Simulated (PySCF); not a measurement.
Identify the compound

An unknown has the formula C5H4ClOPSi. Its calculated NMR data are:

¹H NMR (500 MHz, computed): δ 4.59 (m, 3H), 3.38 (s, 1H).

¹³C{¹H} NMR (computed): δ 202.9 (C), 165.2 (C), 126.1 (C), 98.7 (CH), 78.3 (C).

No solvent model, non-relativistic Hamiltonian, one conformer, fast rotation and ring inversion assumed for equivalent nuclei. NMR shieldings at PBE0/pcSseg-1/GIAO; GFN2-xTB structure; PySCF 2.14.0 with density-fitted response routines.

Chemical shifts δ = σref − σ; TMS for ¹H (σ = 31.72 ppm), ¹³C (σ = 186.93 ppm), all at this level.

What is the structure?

Results:


1. 5 carbon signals for 5 carbons: no two carbons are equivalent.
2. Carbon types of the structure: 4 × C, 1 × CH, leaving 3 H on heteroatoms.
3. δC 202.9: substituted aromatic carbon next to the ring oxygen.
4. δC 165.2: aromatic carbon bearing chlorine.
5. δC 126.1: substituted aromatic carbon.
6. δC 98.7: terminal alkyne carbon; the triple bond shields along its axis, which puts it between sp3 and sp2 carbons.
7. δC 78.3: alkyne carbon; the triple bond shields along its axis, which puts it between sp3 and sp2 carbons.
8. δH 4.59: hydrogen on a silicon bonded to C.
9. δH 3.38: hydrogen on a terminal alkyne carbon; it lies on the axis of the triple bond, in its shielding cone.

Structure: SMILES C#Cc1pc([SiH3])oc1Cl.

The data come from this structure; uniqueness wasn't tested.

Carbons that carry Cl, above all several Cl atoms, come out too deshielded, partly because spin–orbit coupling is missing. Splittings by ³¹P in the carbon and heteronuclear signals aren't shown, as no couplings were computed. Shifts are as computed. Against solution values, carbons near 30 ppm lie about +3 ppm off and those near 130 ppm about +5 ppm; carbons on Cl a further +6 ppm. Of 1211 compounds with measured shifts, 218 miss one by over three times the rms of a fit or turn the order of signals round; such compounds aren't used in these exercises. Multiplicities follow the n + 1 count of equivalent neighbours, as no J values were calculated; m marks all less simple cases, F and P coupling included.
